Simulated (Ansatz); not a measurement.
System: sum formula SiOCl2, charge -1, multiplicity 2. SMILES of the parent species: O=[Si](Cl)Cl
Geometry from a B3LYP-D3(BJ)/def2-TZVP (Ansatz, an electronic-structure program) optimisation:
```
Si
O 1 1.5463
Cl 1 2.1958 2 115.26
Cl 1 2.1958 2 115.26 3 116.50
```
Charge -1, spin multiplicity 2.

Problem. Give the harmonic wavenumbers at B3LYP-D3(BJ)/def2-TZVP (Ansatz, finite differences of forces, unscaled).

Solution. 152, 217, 269, 399, 408, 1117 cm⁻¹. Zero-point energy 3.7 kcal/mol.

Problem. From these and the geometry, give the ideal-gas thermochemistry at 298.15 K and 1 atm (rigid rotor, harmonic oscillator).

Solution. Point group Cs, rotational symmetry number 1. Rotational constants 4.392, 2.42, 1.627 GHz. S(trans) 40.13, S(rot) 27.32, S(vib) 8.19, S(elec, spin only) 1.38, S 77.0 cal/(mol K). H(298) - H(0) 3.79 kcal/mol; G - E(el) -15.5 kcal/mol.
